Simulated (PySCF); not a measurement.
Zn(I)(GeH3) (GeH3IZn), SMILES [GeH3][Zn][I]. Coordinates come from a PBE-D3(BJ)/def2-SVP optimisation. The structure was generated by enumeration; whether it is a known compound was not checked. The def2 effective core potentials stand for the cores of I; spin–orbit coupling is left out.

Computed equilibrium geometry at PBE-D3(BJ)/def2-SVP (PySCF confirms it by a frequency run) as a Z-matrix, and its point group:
point group C3v.
```
Ge
H 1 1.5531
H 1 1.5531 2 107.60
H 1 1.5531 2 107.60 3 -115.68
Zn 1 2.3843 2 111.29 4 -122.16
I 5 2.4615 2 153.86 1 -180.00
```
